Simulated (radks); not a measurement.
Q: The mean radii <r> (bohr) of the occupied orbitals of an atom or ion are listed with their occupations. Method: scalar-relativistic Kohn-Sham, PBEsol, spin-polarised, spherical densities, finite nucleus; Fermi nuclear charge, rms radius of each element as measured or else 0.836 A^(1/3) + 0.57 fm; computed with a radial shooting solver on a logarithmic mesh with Libxc functionals.

orbital  occ.      <r>
1s down     1  0.01804
1s up       1  0.01804
2s up       1  0.07625
2s down     1  0.07624
2p up       3  0.06835
2p down     3  0.06835
3s up       1   0.1975
3s down     1   0.1975
3p up       3   0.1979
3p down     3   0.1979
3d up       5   0.1793
3d down     5   0.1793
4s up       1   0.4407
4s down     1   0.4407
4p up       3   0.4687
4p down     3   0.4687
4d up       5   0.5002
4d down     5   0.5000
5s up       1    1.036
5s down     1    1.028
5p up       3    1.201
5p down     3    1.190
4f up       7   0.5816
4f down     7   0.5775
5d up       4    1.669

Name the element and its charge. Open shells, if any, are filled with parallel spins first.

A: Z = 75, rhenium, charge +3: Re3+ in [Xe] 4f14 5d4. The 1s radius gives Z: for a bare nucleus <r> = (2 gamma + 1)/(2Z) with gamma = sqrt(1 - (Z/c)^2), 0.01783 bohr for Z = 75, and screening makes it slightly larger (0.01804 here). The occupations add up to 72, and the charge is Z minus that.
